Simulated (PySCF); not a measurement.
**Question.** Give a PBE0-D3(BJ)/def2-SVP geometry of `F[Si@H]1C=CSC1`.

**Answer.** 
Z-matrix in Å and degrees, rows numbered from 1:
```
F 
Si  1  1.6321
C   2  1.8391  1  113.22
C   3  1.3500  2  111.84  1   109.70
S   4  1.7464  3  123.37  2     2.07
C   5  1.8160  4   97.88  3     2.83
H   2  1.4877  1  104.75  3  -129.25
H   3  1.0925  2  128.47  1   -68.40
H   4  1.0967  3  123.59  2  -177.92
H   6  1.1011  2  110.83  1     8.44
H   6  1.1009  2  111.72  1   129.06
```

Si2 (fluorine-bound silicon) is distorted tetrahedral (angles from 98.1° to 117.5°). The 2 C–Si bonds span 1.839 Å (Si2–C3, drawn single) to 1.893 Å (Si2–C6, drawn single), a spread of 0.054 Å. The 5-membered ring Si2–C3–C4–S5–C6 has internal angles of 97.9° to 123.4°; it is slightly puckered (a soft mode that the optimisation may not have finished), 0.04 Å rms from its mean plane, widest ring torsion 7°. The 2 C–S bonds span 1.746 Å (C4–S5, drawn single) to 1.816 Å (S5–C6, drawn single), a spread of 0.070 Å.

Computed, not measured: PySCF, PBE0-D3(BJ)/def2-SVP geometry optimisation, gas phase.

Point group: C1 (no symmetry element, even within 0.4 Å). Whether it is a minimum is left open (no frequencies).
